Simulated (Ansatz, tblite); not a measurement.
Forces on InH2(CN) (CH2InN) at its PBE-D4/def2-TZVP geometry. Total charge 0; singlet.

In the def2 sets In takes a core potential; there is no spin–orbit coupling. The xTB rows come from tblite.

GFN1-xTB (tblite), largest force 1.76 eV/Å:

```xyz
5
positions Å, forces eV/Å
In   -0.462    0.642   -0.190   -0.159    0.225   -0.065
H    -1.769    0.905    0.888    0.140    0.042   -0.190
H     0.048    1.480   -1.596   -0.138   -0.046    0.191
C     0.762   -1.051    0.314    0.990   -1.403    0.405
N     1.420   -1.977    0.584   -0.833    1.182   -0.341
```

GFN2-xTB (tblite), largest force 2.56 eV/Å:

```
In 0.034 -0.043 0.015
H -0.077 0.104 -0.030
H -0.074 0.104 -0.033
C 1.442 -2.035 0.591
N -1.325 1.871 -0.543
```

r2SCAN-D4/def2-TZVP (Ansatz), largest force 0.99 eV/Å:

```
In -0.011 0.017 -0.004
H 0.138 -0.031 -0.110
H -0.050 -0.091 0.147
C 0.479 -0.687 0.196
N -0.557 0.791 -0.228
```
